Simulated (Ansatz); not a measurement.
Consider the formal loss of a carbene: `C[O][Mo]([OH])([F])([F])([F])[F]` → `[CH2]` (triplet) + `[OH][Mo]([OH])([F])([F])([F])[F]`.

Program: Ansatz. Geometries: PBE0-D4/def2-TZVP. ΔE: electronic, gas phase. CBS: MP2 limit from def2 TZ/QZ plus the TZ coupled-cluster correction, frozen cores. This one scheme is used for every species. Functionals use def2-TZVPP. Triplets are unrestricted, without spin–orbit coupling. def2 core potentials past Kr. For Mo outer-core shells are correlated without core-valence functions, which leaves a few kJ/mol of doubt a bond. One conformer a species, not always the lowest.

Task: Is it downhill or uphill in electronic energy at CCSD(T)/CBS, and by how much? (An estimate is asked.)

Result: Computed: Uphill: ΔE = +4.39 eV.

Task: What do these levels give: BLYP-D4, PBE0-D4, PBE0, r2SCANh, CCSD/def2-SVP, CCSD(T)/def2-TZVPP? (An estimate is asked.)

Result: Computed: BLYP-D4 4.36, PBE0-D4 4.33, PBE0 4.27, r2SCANh 4.09, CCSD/def2-SVP 4.26, CCSD(T)/def2-TZVPP 4.30 eV.

Task: What do rigid-rotor, harmonic-oscillator terms from PBE0-D4/def2-TZVP frequencies (298.15 K, 1 bar) make of the CCSD(T)/CBS value? (Best estimate.)

Result: Computed: ΔZPE = -0.32 eV, ΔH = +4.13 eV, ΔS = 150 J/(mol·K), ΔG = +3.67 eV. Open shells count their whole term as degenerate. Modes under 50 cm⁻¹ make the entropy rough.

Largest T1 diagnostic among the species: 0.025, so the coupled-cluster value is less sure than usual.

From r2SCAN to r2SCAN0 (25 % exact exchange), in def2-TZVPP and without D4, ΔE moves by −0.07 eV. In def2-TZVPP, CCSD(T) changes the Hartree–Fock value by +1.43 eV (the triples alone add +0.14 eV) and MP2 by +1.60 eV.
